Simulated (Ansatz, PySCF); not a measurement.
VCl3, SMILES [Cl][V]([Cl])[Cl] (connectivity only; charge and spin as stated), neutral, multiplicity 3. Atoms are numbered in the order given.

```xyz
4

V     -0.0004     0.0167    -0.0477
Cl    -0.0016     0.9892     1.8821
Cl    -0.0013     1.0918    -1.9121
Cl     0.0001    -2.1408     0.0778
```
Charge 0, spin multiplicity 3.

Geometry optimised at r2SCAN-D4/def2-SVP. The spin state was assumed, not searched.

Two levels are set side by side: PBE-D3(BJ)/def2-SVP (Ansatz, an electronic-structure program) and r2SCAN-D4/def2-SVP (Ansatz). Each level has its own optimised geometry; the coordinates shown are those of the second. Frequencies come from the Hessian of PySCF at each geometry. Differences are taken from unrounded values.

```
quantity                            r2SCAN-D4  PBE-D3(BJ)  PBE-D3(BJ) minus r2SCAN-D4
----------------------------------  ---------  ----------  --------------------------
mean bond length (Å)                    2.158       2.158                       0.000
bond V1–Cl2 (Å)                         2.161       2.162                       0.001
bond V1–Cl3 (Å)                         2.152       2.150                      -0.002
bond V1–Cl4 (Å)                         2.161       2.162                       0.001
highest harmonic wavenumber (cm⁻¹)        508         500                          -8
mean harmonic wavenumber (cm⁻¹)           271         262                          -9
zero-point energy (kcal/mol)             2.32        2.24                       -0.08
```
